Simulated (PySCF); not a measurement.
# Multinuclear NMR of C$_{6}$H$_{13}$PSi

Mapped SMILES: `[CH3:1][CH:2]([CH3:3])[C:4]#[C:5][Si@H:6]([CH3:7])[PH2:8]`. Hydrogens are named by the atom that carries them.

Method: GFN2-xTB structure, PBE0/pcSseg-1 with gauge-including orbitals, in PySCF (a single conformation, non-relativistic, no solvent, averaged over atoms made equivalent by symmetry, fast rotation or ring inversion).

(1) Where does 31P resonate?

(2) Where does 29Si resonate?

## Answers

(1) 
```tsv
atoms	environment	σ (ppm)	δ (ppm)
P8	phosphorus bonded to Si, 2 H	591.7	-220.0
```

Shieldings were converted by a linear fit to measured shifts: 31P: δ = 270.09 − 0.828σ (rms 18.1 ppm, 64 shifts vs H3PO4, solution or neat liquid). Occasional misses reach two or three times the rms, and more in compound classes unlike the fitted ones.

On a 300 MHz spectrometer 31P resonates near 121.4 MHz, so 1 ppm is 121.4 Hz.

(2) 
```csv
atoms,environment,σ (ppm),δ (ppm)
Si6,"silicon bonded to 2 C, P, H",395.1,-44.8
```

Shieldings were converted by a linear fit to measured shifts: 29Si: δ = 279.94 − 0.822σ (rms 8.9 ppm, 72 shifts, 25.8 ppm with the 6 outliers that the fit left out vs TMS, solution or neat liquid). A few per cent of atoms miss by over 2 rms, more outside the fitted compound classes.

On a 500 MHz spectrometer 29Si resonates near 99.3 MHz, so 1 ppm is 99.3 Hz.
